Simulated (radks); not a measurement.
Values are calculated unless marked as measured or tabulated.
All-electron atom: As9+ in [Ar] 3d6 (the NIST ground configuration). Code: a radial shooting solver on a logarithmic mesh with Libxc functionals. Model: scalar-relativistic Kohn-Sham, LDA (Slater exchange, Perdew-Wang correlation), spin-polarised, spherical densities, finite nucleus; open shells are filled with parallel spins first; Fermi nuclear charge, rms radius 4.0968 fm. Some entries of the table are withheld. Estimate them.

orbital,occ.,eigenvalue (hartree),<r^2> (bohr^2)
1s up,1,-437.8634,0.002794
1s down,1,-437.8604,0.002794
2s up,1,-62.64738,0.04860
2s down,1,-62.47158,0.04845
2p up,3,-55.96669,0.03851
2p down,3,-55.83157,0.03835
3s up,1,(1),0.3753
3s down,1,(2),0.3788
3p up,3,(3),0.3884
3p down,3,(4),0.3933
3d up,5,-8.80208,0.3863
3d down,1,-8.53297,0.3966

Answer. 
(1) 3s up eigenvalue (hartree): -14.33329
(2) 3s down eigenvalue (hartree): -14.07852
(3) 3p up eigenvalue (hartree): -12.23325
(4) 3p down eigenvalue (hartree): -11.98026
